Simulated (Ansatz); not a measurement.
Mulliken charges of H$_{4}$NPSSe (`NP(S)[SeH]`) from ωB97M-V/def2-TZVPP in Ansatz (PBE0-D4/def2-TZVP geometry).

```csv
atom,x (Å),y (Å),z (Å),charge (e)
N1,-0.605,1.211,-0.387,-0.304
P2,0.243,-0.015,0.471,0.206
S3,1.744,-0.239,-1.014,-0.192
Se4,-1.312,-1.636,0.067,-0.150
H5,-0.056,2.056,-0.489,0.122
H6,-1.504,1.417,0.029,0.126
H7,2.674,-0.617,-0.122,0.116
H8,-1.092,-2.234,1.390,0.076
```

Q: By hand: the dipole of these point charges (1 e Å = 4.8032 D).

A: Σ q r = (0.127, 0.108, 0.435) e Å, of length 0.466 e Å = 2.24 D.

Q: How does the dipole of the full density compare? (An estimate is asked.)

A: Ansatz gave: (0.036, 0.292, 0.308) e Å, 2.05 D; the point charges give 1.09 times that, at 31° from its direction.

Point charges leave out the atoms' own dipoles, such as those of lone pairs, and Mulliken's split depends on the basis, so the two needn't agree.
